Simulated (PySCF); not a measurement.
Mn²⁺ (manganese, charge +2) across methods

[Ar] 3d4 4s1, high-spin 6D determinant (an excited configuration). Computed with PySCF 2.14 in aug-cc-pVTZ with one added diffuse shell each of s, p, d, f, g type (9s8p6d4f3g, 118 functions), with no relativity, point nucleus.

```
 method  E (hartree)  mean ε 3p β (eV)  mean ε 3d α (eV)  mean ε 4s α (eV)  Σ⟨r²⟩ (bohr²)   ⟨S²⟩
   PBE0    -1149.650           -78.816           -34.841           -23.028          20.54  8.750
 r2SCAN    -1149.835           -76.652           -32.774           -22.475          20.49  8.751
    UHF  -1148.82693           -86.396           -42.224           -25.001          20.68  8.751
r2SCAN0    -1149.829           -79.415           -35.319           -23.238          20.48  8.751
 PBEsol    -1148.485           -75.682           -32.127           -22.270          20.55  8.750
  B3LYP    -1149.881           -78.287           -34.262           -22.951          20.53  8.751
    LDA    -1147.454           -75.873           -32.301           -22.523          20.54  8.750
```

Problem. Estimate the same row for PBE.

Solution. E (hartree) = -1149.600; mean ε 3p β (eV) = -75.760; mean ε 3d α (eV) = -32.136; mean ε 4s α (eV) = -22.234; Σ⟨r²⟩ (bohr²) = 20.58; ⟨S²⟩ = 8.750.
